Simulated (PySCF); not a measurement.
A species of formula C5H3F3 has this rotational fingerprint, computed with PBE0-D3(BJ)/def2-SVP geometry optimisation, gas phase (PySCF 2.14.0):

* Rotational constants: A = 4510, B = 992.4, C = 951.2 MHz
* Dipole components: |μa| = 2.44 D, |μb| = 0.61 D, |μc| = 0.01 D
* Inertial defect: -89.98 u·Å²
* κ: -0.98

Task: Which structure is it? (One computed conformer of each.)
A. `FC1=CC(F)(F)C=C1`
B. `F[C@H]1C23[C@H](F)C12[C@H]3F`
C. `[CH:1]#[C:2]/[C:3]([F:4])=[CH:5]/[CH:6]([F:7])[F:8]` with C3–C5–C6–F7 -123°

Result: C. It is C#C/C(F)=C/C(F)F, a near-prolate asymmetric top. The candidates at the same level (rigid rotor, commonest isotopes):

| SMILES | A (MHz) | B (MHz) | C (MHz) | μa (D) | μb (D) | μc (D) | Δ (u·Å²) | point group | rotor |
| --- | --- | --- | --- | --- | --- | --- | --- | --- | --- |
| C#C/C(F)=C/C(F)F | 4510 | 992.4 | 951.2 | 2.44 | 0.61 | 0.01 | -89.98 | – | near-prolate asymmetric top |
| FC1=CC(F)(F)C=C1 | 4253 | 1503 | 1382 | 1.04 | 1.30 | 0.00 | -89.27 | Cs | near-prolate asymmetric top |
| F[C@H]1C23[C@H](F)C12[C@H]3F | 2487 | 2484 | 1345 | 0.00 | 0.00 | 0.00 | -30.84 | C3h | oblate symmetric top |

`FC1=CC(F)(F)C=C1` has B 51 % too high; `F[C@H]1C23[C@H](F)C12[C@H]3F` has B 150 % too high. No structure here is proved a minimum.
